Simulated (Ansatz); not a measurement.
Breaking a bond: GaBe (anion, charge -1), lowest triplet found (which spin is the ground state isn't settled by this scan).

- UKS-PBE = unrestricted PBE/aug-cc-pVDZ (Ansatz, a quantum-chemistry and plane-wave program)
- UKS-PBE0 = unrestricted PBE0/aug-cc-pVDZ in Ansatz
- FCI = full CI/aug-cc-pVDZ, cores with 3d frozen run with Ansatz

Energies relative to the lowest point of each curve between 1.88 and 2.76 Å, where full CI is lowest, in kJ/mol; the last columns give the error against full CI:

```csv
R / Å,UKS-PBE,UKS-PBE0,FCI,UKS-PBE − FCI,UKS-PBE0 − FCI
1.57,332.5,331.1,378.8,-46.2,-47.7
1.71,173.4,171.6,206.0,-32.6,-34.4
1.82,96.1,94.3,119.4,-23.3,-25.1
1.88,66.6,65.0,85.6,-19.0,-20.6
1.97,35.2,34.0,48.5,-13.3,-14.5
2.07,14.0,13.2,22.2,-8.2,-9.0
2.14,5.6,5.1,11.2,-5.6,-6.1
2.21,1.1,1.0,4.3,-3.2,-3.3
2.25,0.0,0.0,1.9,-1.9,-1.9
2.34,0.5,0.8,0.0,0.5,0.8
2.48,6.9,7.5,3.5,3.4,4.0
2.61,16.5,17.2,10.9,5.5,6.2
2.76,29.4,25.9,21.7,7.7,4.2
2.93,41.2,35.5,34.4,6.8,1.1
```

UKS-PBE is furthest from FCI at 1.57 (-46.2 kJ/mol, below); its mean absolute error over the points is 12.7 kJ/mol.

UKS-PBE0 is furthest from FCI at 1.57 (-47.7 kJ/mol, below); its mean absolute error over the points is 12.8 kJ/mol.

The scan ran from 1.57 to 7.41 Å; beyond the distances shown full CI changes its symmetry label. The unrestricted determinant behind UKS-PBE is spin-contaminated at 1.57 Å (<S²> up to 2.1, against 2.00 for a pure triplet). Where the anion isn't bound against loss of the electron, the finite basis alone holds it. The unrestricted determinant behind UKS-PBE0 is spin-contaminated at 1.57 to 2.34 Å (<S²> up to 2.3, against 2.00 for a pure triplet).
